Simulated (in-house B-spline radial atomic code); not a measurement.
A fraction x of an electron is moved 4d → 5f in Ce⁵⁺, starting from [Kr] 4d10 5s2 5p5 and keeping the highest spin. Method: scalar-relativistic (X2C) Hartree-Fock with fractional occupations, spin-polarised, spherical fractional occupations, Fermi nucleus of rms radius 4.8771 fm. Calculated with a radial B-spline atomic code at the basis-set limit.

Caution: exact exchange at fractional occupations of open shells leaves self-interaction of up to several eV.

| x | E(x) - E(0) (eV) | 4d down level (eV) | 5f up level (eV) |
| --- | --- | --- | --- |
| 0 | 0.0000 | -185.938 | - |
| 0.125 | 20.7190 | -187.064 | -20.943 |
| 0.25 | 41.5294 | -188.171 | -21.328 |
| 0.375 | ? | ? | ? |
| 0.5 | 83.4147 | -190.322 | -22.096 |
| 0.625 | ? | ? | ? |
| 0.75 | 125.6360 | -192.393 | -22.862 |
| 0.875 | 146.8666 | -193.398 | -23.244 |
| 1 | 168.1737 | -194.383 | -23.626 |

(1) What belongs in the row x = 0.375?

(2) What belongs in the row x = 0.625?

(3) Check Janak's theorem between x = 0.125 and 0.25.

## Answers

(1) An energy change of 62.4288 eV; 4d down at -189.257 eV, 5f up at -21.712 eV.

(2) An energy change of 104.4846 eV; 4d down at -191.368 eV, 5f up at -22.479 eV.

(3) The slope of the energy is 166.48 eV; the orbital levels give 166.48 eV (ε of the receiving orbital less ε of the emptying one, averaged over the two points).
